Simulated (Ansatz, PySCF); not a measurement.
Dimer: HCl (SMILES Cl) (first 2 atoms) with ClH3Si (SMILES [SiH3]Cl); geometry from B3LYP-D3(BJ)/def2-TZVP, rigid monomers moved along the line of their centres of mass till H2···Cl4 is 2.84 Å.
(charge 0, multiplicity 1):
```xyz
7

Cl    -0.31354    -0.41779     0.96920
H      0.58980    -0.10066     1.83216
Si    -0.45130     0.44642     5.14475
Cl     1.49953     0.58285     4.42971
H     -0.92361    -0.92932     4.91201
H     -1.27141     1.42649     4.41201
H     -0.41062     0.75823     6.58549
```

Monomers are frozen at their geometry in the pair; levels with a basis set take the counterpoise correction. Rows marked so take none.

Rows in 3-21G, 6-31G* carry no dispersion term and start afresh at each structure (6-31G* with six Cartesian d functions).

Codes used: Ansatz (a first-principles code) with Gaussian orbitals; PySCF for 3-21G rows, 6-31G* rows, the dispersion terms. Each number belongs to the level named beside it.

Problem. One of these levels gives -2.19 kcal/mol for the interaction energy. Which?
A) PBE-D3(BJ)/def2-TZVPPD
B) HF/3-21G (no counterpoise)
C) HF/aug-cc-pV(D+d)Z
D) BP86/6-31G* (no counterpoise)

Solution. B, HF/3-21G (no counterpoise). The others give -0.77 (HF/aug-cc-pV(D+d)Z), -2.64 (PBE-D3(BJ)/def2-TZVPPD), -1.39 (BP86/6-31G* (no counterpoise))
